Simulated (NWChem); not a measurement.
Species: GeH2, singlet; SMILES [GeH2]

```xyz
3

Ge     0.0000     0.0000     0.0350
H      0.0000    -1.1332    -1.0856
H      0.0000     1.1332    -1.0856
```
Atoms are numbered in this order, from 1.

Program: NWChem. Low-valent species are run as closed-shell singlets; no triplet was tried in these runs. Structure relaxed at the PBE0-D3(BJ)/def2-TZVP level. GIAO values for the isolated, static molecule; σ is the absolute isotropic shielding.

Q: Estimate the computed values for B3LYP/def2-SVP. Quantities: σ Ge1 (ppm); σ H2 (ppm).

A: 
```yaml
"σ Ge1 (ppm)": -280.2
"σ H2 (ppm)": 17.31
```
